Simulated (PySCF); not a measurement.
CH5ClGeO, singlet, at a GFN2-xTB geometry, atoms displaced at random by about 0.08 Å a coordinate; B3LYP/6-31G, gradient (PySCF).

The PySCF input:
```python
from pyscf import gto, scf, dft

mol = gto.M(
    atom='''
Ge    0.47246501   -0.30524573   -0.36828010
Cl    0.81581249    1.17703288    1.06391062
O    -1.03660277   -0.83493375   -0.23415449
C    -2.26972039   -0.49552716    0.00103735
H     1.32975504   -1.35817127   -0.52457337
H     0.43348702    0.55309788   -1.83856968
H    -2.29282800    0.27912336    0.87762395
H    -2.60751053   -0.01127006   -0.73223204
H    -2.86317437   -1.21120014    0.41967137
''',
    basis='6-31g',
    verbose=4,
)

mf = dft.RKS(mol)
mf.xc = 'b3lyp'
mf.grids.level = 0
mf.kernel()
g = mf.nuc_grad_method()
g.grid_response = True
grad = g.kernel()
```

It wrote (shortened):

```
PySCF version 2.14.0

[INPUT] verbose = 4
[INPUT] num. atoms = 9
[INPUT] num. electrons = 68
[INPUT] charge = 0
[INPUT] spin (= nelec alpha-beta = 2S) = 0
[INPUT] symmetry False subgroup None
[INPUT] Mole.unit = angstrom
[INPUT] Symbol           X                Y                Z      unit          X                Y                Z       unit  Magmom
[...]
nuclear repulsion = 390.709108545458
number of shells = 38
number of NR pGTOs = 200
number of NR cGTOs = 68
basis = 6-31g
ecp = {}

******** <class 'pyscf.dft.rks.RKS'> ********
method = RKS
initial guess = minao
damping factor = 0
level_shift factor = 0
DIIS = <class 'pyscf.scf.diis.CDIIS'>
diis_start_cycle = 1
diis_space = 8
diis_damp = 0
SCF conv_tol = 1e-09
SCF conv_tol_grad = None
SCF max_cycles = 50
direct_scf = True
direct_scf_tol = 1e-13
XC library pyscf.dft.libxc version 7.1.2
    S. Lehtola, C. Steigemann, M. J. T. Oliveira, and M. A. L. Marques,  SoftwareX 7, 1–5 (2018)
XC functionals = b3lyp
    P. J. Stephens, F. J. Devlin, C. F. Chabalowski, and M. J. Frisch,  J. Phys. Chem. 98, 11623 (1994)
radial grids:
    Treutler-Ahlrichs [JCP 102, 346 (1995); DOI:10.1063/1.469408] (M4) radial grids

becke partition: Becke, JCP 88, 2547 (1988); DOI:10.1063/1.454033
pruning grids: <function nwchem_prune>
grids dens level: 0
symmetrized grids: False
atomic radii adjust function: <function treutler_atomic_radii_adjust>
small_rho_cutoff = 0
Set gradient conv threshold to 3.16228e-05
Initial guess from minao.
tot grids = 9344
init E= -2653.33910431828
[...]
cycle= 1 E= -2653.03992849993  delta_E= 0.299  |g|= 0.731  |ddm|=  2.9
[...]
cycle= 2 E= -2652.80236341157  delta_E= 0.238  |g|= 1.33  |ddm|= 2.11
[...]
cycle= 3 E= -2653.14941839746  delta_E= -0.347  |g|= 0.125  |ddm|= 1.48
[...]
cycle= 4 E= -2653.1535666211  delta_E= -0.00415  |g|= 0.0488  |ddm|= 0.254
[...]
cycle= 5 E= -2653.15418397805  delta_E= -0.000617  |g|= 0.00666  |ddm|= 0.0658
[...]
cycle= 6 E= -2653.15419214011  delta_E= -8.16e-06  |g|= 0.00101  |ddm|= 0.00819
[...]
cycle= 7 E= -2653.15419235733  delta_E= -2.17e-07  |g|= 0.000226  |ddm|= 0.00153
[...]
cycle= 8 E= -2653.15419237067  delta_E= -1.33e-08  |g|= 5.51e-05  |ddm|= 0.000391
[...]
cycle= 9 E= -2653.15419237152  delta_E= -8.49e-10  |g|= 1e-05  |ddm|= 8.93e-05
[...]
Extra cycle  E= -2653.1541923715  delta_E= 1.91e-11  |g|= 1.45e-05  |ddm|= 3.19e-05
converged SCF energy = -2653.1541923715

******** <class 'pyscf.grad.rks.Gradients'> for <class 'pyscf.dft.rks.RKS'> ********
unit = Eh/Bohr
grid_response = True
--------------- RKS gradients ---------------
         x                y                z
0 Ge    -0.0385170705    -0.0797520899     0.0955266361
1 Cl    -0.0168868933    -0.0390320587    -0.0465469255
2 O     0.0081125067     0.0892846048    -0.0014033562
3 C    -0.0045719602    -0.0375923147    -0.1543584834
4 H    -0.0522287831     0.0601529038    -0.0026917594
5 H    -0.0064098739     0.0129534558    -0.0266983726
6 H     0.0009478773     0.0122847874     0.0196658490
7 H     0.0744875184    -0.0708986344     0.1239253778
8 H     0.0350666785     0.0525993459    -0.0074189659
----------------------------------------------
```
